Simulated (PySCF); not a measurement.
SbOBr3 (singlet). Method: PySCF, PBE0, basis Sb def2-SVP with ECP28, O def2-SVP, Br def2-SVP (scalar-relativistic core potentials, no spin–orbit coupling, density fitting).

Harmonic bands of its minimum:

| ω (cm⁻¹) | IR (km/mol, summed over degenerate members) | degeneracy |
| --- | --- | --- |
| 74 | 0.2 | 2 |
| 101 | 1.3 | 1 |
| 171 | 35.1 | 2 |
| 248 | 7.3 | 1 |
| 278 | 131 | 2 |
| 856 | 35.8 | 1 |

**Question.** The central atom is Sb. Infer the point group and assign the bands.

**Answer.** C3v. The modes span 3e + 3a1: 74 e, 101 a1, 171 e, 248 a1, 278 e, 856 a1. The computed geometry has Sb–Br 2.480 Å (×3), Sb–O 1.818 Å; Br–Sb–Br 102.1° (×3), Br–Sb–O 116.1° (×3).

Other isomers or separated fragments may lie lower.
